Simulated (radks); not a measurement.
Task: These are the eigenvalues of the occupied orbitals of an atom or ion with whole-number occupations (hartree). Calculated with a radial shooting solver on a logarithmic mesh with Libxc functionals: Dirac Kohn-Sham, BLYP, spin-unpolarised, spherical densities, point nucleus.

orbital  eigenvalue
1s1/2     -2964.904
2s1/2     -523.1631
2p1/2     -501.6480
2p3/2     -434.1611
3s1/2     -123.8822
3p1/2     -114.2243
3p3/2     -99.33185
3d3/2     -83.32387
3d5/2     -80.12349
4s1/2     -27.31070
4p1/2     -23.19461
4p3/2     -19.62166
4d3/2     -12.89505
4d5/2     -12.22989
5s1/2      -4.50771
4f5/2      -3.60191
4f7/2      -3.46167
5p1/2      -3.16168
5p3/2      -2.53736
5d3/2      -0.71138
5d5/2      -0.64259
6s1/2      -0.43248
6p1/2      -0.18183
6p3/2      -0.13244

Which element is it, and in what charge state? The configuration may be excited. Open shells, if any, are shared by 2j + 1.

Result: Z = 79, gold, charge 0: Au in [Xe] 4f14 5d7 6s1 6p3. The list shows which subshells hold electrons but not how many an open one holds; the 1s level, -2964.9 hartree, gives Z - s = 77.0 by -(Z - s)^2/2, which with screening and relativity narrows Z to a few neighbours, and the depths of the outer levels then fix element, charge and occupations together.
